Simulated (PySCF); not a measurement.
C3H10O3Sn, charge -1, doublet, at the geometry of the source list (a state made from the parent by changing its charge; the spin is typed, not shown lowest) (all electrons, no relativity) (in this run its highest filled SCF level lies above zero, so its values depend strongly on the basis, on diffuse functions most of all); SCAN/STO-3G (PySCF).

PySCF was given this input:
```python
from pyscf import gto, scf, dft

mol = gto.M(
    atom='''
C    -1.06780000   -1.50970000   -0.60420000
C    -1.05330000   -0.20420000    0.15260000
C    -1.64180000    0.94380000   -0.63140000
Sn    1.05710000    0.27300000    0.71610000
O     2.25900000   -0.03880000   -0.85760000
O     1.84290000   -0.86720000    2.13940000
O     1.48370000    2.14480000    1.24820000
H    -0.51280000   -1.42520000   -1.53370000
H    -0.63560000   -2.31580000   -0.01500000
H    -2.09830000   -1.77410000   -0.84040000
H    -1.54900000   -0.30860000    1.12010000
H    -2.69330000    0.73690000   -0.82900000
H    -1.13410000    1.06360000   -1.58610000
H    -1.57950000    1.87960000   -0.07820000
H     3.17060000    0.20830000   -0.71270000
H     2.45990000   -1.52100000    1.80480000
H     1.69250000    2.71460000    0.50700000
''',
    basis='sto-3g',
    charge=-1,
    spin=1,
    verbose=4,
)

mf = dft.UKS(mol)
mf.xc = 'scan'
mf.grids.level = 5
mf.kernel()
```

Problem. Predict the main parts of the log of this PySCF run.

Solution. 
```
PySCF version 2.14.0

[INPUT] verbose = 4
[INPUT] num. atoms = 17
[INPUT] num. electrons = 103
[INPUT] charge = -1
[INPUT] spin (= nelec alpha-beta = 2S) = 1
[INPUT] symmetry False subgroup None
[INPUT] Mole.unit = angstrom
[INPUT] Symbol           X                Y                Z      unit          X                Y                Z       unit  Magmom
[...]
nuclear repulsion = 796.37283308609
number of shells = 39
number of NR pGTOs = 201
number of NR cGTOs = 67
basis = sto-3g
ecp = {}

******** <class 'pyscf.dft.uks.UKS'> ********
method = UKS
initial guess = minao
damping factor = 0
level_shift factor = 0
DIIS = <class 'pyscf.scf.diis.CDIIS'>
diis_start_cycle = 1
diis_space = 8
diis_damp = 0
SCF conv_tol = 1e-09
SCF conv_tol_grad = None
SCF max_cycles = 50
direct_scf = True
direct_scf_tol = 1e-13
number electrons alpha = 52  beta = 51
XC library pyscf.dft.libxc version 7.1.2
    S. Lehtola, C. Steigemann, M. J. T. Oliveira, and M. A. L. Marques,  SoftwareX 7, 1–5 (2018)
XC functionals = scan
    J. Sun, A. Ruzsinszky, and J. P. Perdew,  Phys. Rev. Lett. 115, 036402 (2015)
    J. Sun, A. Ruzsinszky, and J. P. Perdew,  Phys. Rev. Lett. 115, 036402 (2015)
radial grids:
    Treutler-Ahlrichs [JCP 102, 346 (1995); DOI:10.1063/1.469408] (M4) radial grids

becke partition: Becke, JCP 88, 2547 (1988); DOI:10.1063/1.454033
pruning grids: <function nwchem_prune>
grids dens level: 5
symmetrized grids: False
atomic radii adjust function: <function treutler_atomic_radii_adjust>
small_rho_cutoff = 0
Set gradient conv threshold to 3.16228e-05
tot grids = 540272
init E= -6291.24417215069

cycle= 1 E= -6306.50192221714  delta_E= -15.3  |g|= 0.737  |ddm|=  3.7
cycle= 2 E= -6306.33222956403  delta_E= 0.17  |g|= 0.905  |ddm|= 3.11
cycle= 3 E= -6306.89393981458  delta_E= -0.562  |g|= 0.293  |ddm|= 2.52
cycle= 4 E= -6306.95471337553  delta_E= -0.0608  |g|= 0.125  |ddm|= 1.19
cycle= 5 E= -6306.96610058497  delta_E= -0.0114  |g|= 0.0413  |ddm|= 0.486
cycle= 6 E= -6306.96753931978  delta_E= -0.00144  |g|= 0.0127  |ddm|= 0.145
cycle= 7 E= -6306.96766968198  delta_E= -0.00013  |g|= 0.0029  |ddm|= 0.0351
cycle= 8 E= -6306.96767590275  delta_E= -6.22e-06  |g|= 0.00178  |ddm|= 0.0108
cycle= 9 E= -6306.96767809031  delta_E= -2.19e-06  |g|= 0.000988  |ddm|= 0.00746
cycle= 10 E= -6306.9676790273  delta_E= -9.37e-07  |g|= 0.000318  |ddm|= 0.00345
cycle= 11 E= -6306.96767912081  delta_E= -9.35e-08  |g|= 0.00014  |ddm|= 0.00102
cycle= 12 E= -6306.96767914176  delta_E= -2.1e-08  |g|= 3.36e-05  |ddm|= 0.000473
cycle= 13 E= -6306.96767914347  delta_E= -1.71e-09  |g|= 6.67e-06  |ddm|= 0.000146
cycle= 14 E= -6306.96767914351  delta_E= -3.64e-11  |g|= 4.37e-06  |ddm|= 2.53e-05
Extra cycle  E= -6306.96767914349  delta_E= 1.91e-11  |g|= 8.46e-06  |ddm|= 3.83e-05
converged SCF energy = -6306.96767914349  <S^2> = 0.75389976  2S+1 = 2.003896
```
